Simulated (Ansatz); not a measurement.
Consider the ligand exchange at the In–I bond: `[F][In]([F])[I]` + H₂Se → `[F][In]([F])[SeH]` + HI.

Computed with Ansatz on PBE0-D4/def2-TZVP structures; ΔE is electronic, products minus reactants. CCSD(T)/CBS is the MP2 limit (def2-TZVPP, def2-QZVPP) plus CCSD(T) − MP2 in def2-TZVPP, frozen cores. DFT in def2-TZVPP. Elements past krypton have def2 core potentials. For I, In, Se outer-core shells are correlated without core-valence functions, which leaves a few kJ/mol of doubt a bond. Scalar relativity is left out up to krypton. Each species was taken in one conformer, which may not be the lowest.

`[F][In]([F])[I]`:

Z-matrix (Å, degrees):
```
In
F 1 1.928
I 1 2.598 2 124.0
F 1 1.928 2 112.0 3 180.0
```

H₂Se:

Z-matrix (Å, degrees):
```
Se
H 1 1.467
H 1 1.467 2 91.2
```

`[F][In]([F])[SeH]`:

```xyz
5

F     0.676   -1.606   -1.152
In   -0.465   -0.344   -0.230
F    -2.334   -0.768   -0.479
Se    0.371    1.556    1.088
H     1.753    1.162    0.773
```

HI:

```xyz
2

I     0.224   -0.325   -0.702
H    -0.224    0.325    0.702
```

```
           level  ΔE (eV)
          B2PLYP     0.26
    MP2/def2-SVP     0.33
CCSD(T)/def2-SVP     0.32
   HF/def2-TZVPP     0.36
```

What does CCSD(T)/CBS give? (Best estimate.)

Computed: +0.29 eV. The listed levels differ from it by -0.03, 0.04, 0.03, 0.07 eV.

What do rigid-rotor, harmonic-oscillator terms from PBE0-D4/def2-TZVP frequencies (298.15 K, 1 bar) make of the CCSD(T)/CBS value? (Best estimate.)

Ansatz gave: ΔZPE = -0.02 eV, ΔH = +0.27 eV, ΔS = -2 J/(mol·K), ΔG = +0.27 eV.

Largest T1 diagnostic among the species: 0.015.

Leaving LDA and LC-ωPBE aside and taking each functional with its dispersion term where it has one, the values, not all of them listed here, spread over 0.07 eV, from BLYP-D4 to BHLYP-D4. From BLYP to BHLYP (50 % exact exchange), in def2-TZVPP and without D4, ΔE moves by +0.06 eV. In def2-TZVPP, CCSD(T) changes the Hartree–Fock value by −0.13 eV (the triples alone add −0.01 eV) and MP2 by −0.10 eV.
